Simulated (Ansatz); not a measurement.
The cluster Ga₂P₂⁻: single points at one geometry.

```yaml
crystal:
  periodic: [false, false, false]
  atoms:
    - {symbol: Ga, position_ang: [-0.000904, 1.333845, 0.291351]}
    - {symbol: Ga, position_ang: [0.002135, -1.338512, 0.269115]}
    - {symbol: P, position_ang: [-1.861546, 0.000179, -0.276173]}
    - {symbol: P, position_ang: [1.860324, 0.004478, -0.284282]}
basis:
  gaussian: {orbitals: def2-SVPD, initial_orbitals: start.molden}
total_charge: -1
magnetization: {spin_polarized: true, initial_magnetization: 3}
hamiltonian: {xc: {name: LC-wPBE, parameters: {omega: 0.1/bohr}}}
scf: {omitted_lower_state_checks: [starts]}
output: {orbitals: {seedname: orbitals}}
```

The file start.molden holds the orbitals of an earlier run on this structure, at another level or in another basis.

```sh
$ ansatz run in.yaml --threads 4 --pin off --events-out ev --progress --plain --max-ram 4787MiB
```

It prints (some lines left out):

```
Functional definition: LC-wPBE
1296 factors; their error is unknown
71 factors; integrals over basis functions are off by at most 5.1e-6 eV
mean field evaluation 1: about -123292.8315 eV, gradient 7.7e0 eV
mean field evaluation 2: about -123293.0209 eV, gradient 2.0e-1 eV
mean field evaluation 4: about -123292.9767 eV, gradient 2.9e-2 eV
mean field evaluation 8: about -123292.9767 eV, gradient 2.0e-5 eV
mean field -123292.97672314 eV, -4530.9333235941 hartree, gradient 2.0e-5 eV, S^2 3.766718; 0 other end points of the search recorded, 0 dependent functions left out
reference -123292.97672323 eV, -4530.9333235975 hartree; 48, 45 occupied and 76, 79 virtual orbitals, 1296 factors
Total energy: -123292.97672323 eV, -4530.9333235975 hartree
Checks for a lower state left out: starts
```

Hardware: 4 threads of Arm Neoverse V2 on a shared host. Wall time 4.2 s.

The first input with `correlation: {method: ccsd_t}`, `scf: {omitted_lower_state_checks: [starts, cluster_reference]}` and without the key `hamiltonian` (abridged; 13 s):

```
Functional definition: HF
mean field -123194.34506129 eV, -4527.3086768760 hartree, gradient 3.2e-6 eV, S^2 3.994567
28 core orbitals not correlated: weight in the atoms' cores, before any rotation towards them, 1.000 or more for the frozen orbitals, at most 0.000 for the correlated occupied ones
second order -16.99248482 eV of doubles, -0.00000000 eV of singles
cycle   1  -16.25972573 eV  change    7.3e-1 eV  update   1.6e-1
cycle   2  -17.06543103 eV  change   -8.1e-1 eV  update   6.1e-2
cycle   3  -17.23764290 eV  change   -1.7e-1 eV  update   4.3e-2
cycle   4  -17.23610920 eV  change    1.5e-3 eV  update   2.0e-2
cycle   5  -17.24665429 eV  change   -1.1e-2 eV  update   1.1e-2
cycle   6  -17.24938049 eV  change   -2.7e-3 eV  update   6.2e-3
cycle   7  -17.25130832 eV  change   -1.9e-3 eV  update   4.3e-3
cycle   8  -17.25391501 eV  change   -2.6e-3 eV  update   2.9e-3
cycle   9  -17.25450368 eV  change   -5.9e-4 eV  update   1.7e-3
cycle  10  -17.25380443 eV  change    7.0e-4 eV  update   8.5e-4
cycle  11  -17.25458693 eV  change   -7.8e-4 eV  update   4.9e-4
cycle  12  -17.25446385 eV  change    1.2e-4 eV  update   2.9e-4
cycle  13  -17.25470178 eV  change   -2.4e-4 eV  update   1.6e-4
cycle  14  -17.25456423 eV  change    1.4e-4 eV  update   9.5e-5
cycle  15  -17.25452578 eV  change    3.8e-5 eV  update   4.7e-5
cycle  16  -17.25452880 eV  change   -3.0e-6 eV  update   2.6e-5
perturbative correction -1.00722623 eV, -0.0370148813 hartree
Total energy: -123212.60681632 eV, -4527.9797839952 hartree
Checks for a lower state left out: starts, cluster_reference
```

As the first input, with `gaussian: {orbitals: def2-TZVPD, initial_orbitals: start.molden}`, `hamiltonian: {xc: pbe0, dispersion: d4}` (abridged; 8 s):

```
Functional definition: PBE0
mean field -123314.55493273 eV, -4531.7263081703 hartree, gradient 4.9e-5 eV, S^2 3.787001
Total energy: -123314.75381234 eV, -4531.7336168612 hartree
Checks for a lower state left out: starts
```

The first input with `gaussian: {orbitals: def2-TZVPD, initial_orbitals: start.molden}`, `hamiltonian: {xc: r2scan, dispersion: d4}` (abridged; 12 s):

```
Functional definition: r2SCAN
mean field -123333.50775382 eV, -4532.4228114986 hartree, gradient 6.1e-5 eV, S^2 3.784312
Total energy: -123333.55073810 eV, -4532.4243911418 hartree
Checks for a lower state left out: starts
```

The first input with `gaussian: {orbitals: STO-3G}`, `hamiltonian: {xc: hf}` (abridged; 1.4 s):

```
Functional definition: HF
mean field evaluation 16: about -121793.5721 eV, gradient 7.7e-2 eV
mean field -121793.57158818 eV, -4475.8312012178 hartree, gradient 6.5e-6 eV, S^2 4.759909
Total energy: -121793.57158818 eV, -4475.8312012178 hartree
Checks for a lower state left out: starts
```

As the first input, with `hamiltonian: {xc: {name: LC-wPBE, parameters: {omega: 0.15/bohr}}}` (abridged; 3.3 s):

```
Functional definition: LC-wPBE
mean field -123293.15066690 eV, -4530.9397159096 hartree, gradient 2.2e-5 eV, S^2 3.777198
Total energy: -123293.15066694 eV, -4530.9397159110 hartree
Checks for a lower state left out: starts
```

The first input with `hamiltonian: {xc: {name: LC-wPBE, parameters: {omega: 0.3/bohr}}}` (abridged; 8 s):

```
Functional definition: LC-wPBE
mean field -123294.06658797 eV, -4530.9733753881 hartree, gradient 2.4e-5 eV, S^2 3.831407
Total energy: -123294.06658798 eV, -4530.9733753885 hartree
Checks for a lower state left out: starts
```

Geometry: r2SCAN-D4/def2-SVPD.

Correlated methods freeze 28 core orbitals; core or outer-core shells of Ga are correlated, in sets that lack core-valence functions. At CCSD(T)/def2-SVPD, HF/STO-3G the charge -1 quartet is spin-contaminated (final ⟨S²⟩ up to 4.76, 3.75 for a pure state). At r2SCAN-D4/def2-TZVPD, HF/STO-3G the highest occupied level of the charge -1 quartet lies above zero (up to 1.26 eV). In Hartree–Fock with STO-3G the lack of diffuse functions raises the level. It is a level of α spin, whose loss leaves a triplet; that state wasn't run at this geometry and level. The electron is either unbound and held by the finite basis, or the level is raised by self-interaction error. The order of the spin states hangs on the level: the doublet lies 0.93 eV below the quartet at PBE0-D4/def2-TZVPD, but 0.15 eV above it at HF/STO-3G. The quartet is doubtful at HF/STO-3G (⟨S²⟩ 4.76, where a pure state has 3.75). The doublet is doubtful at HF/STO-3G (⟨S²⟩ 3.31, where a pure state has 0.75). The structure comes from a short search, and lower isomers may exist.
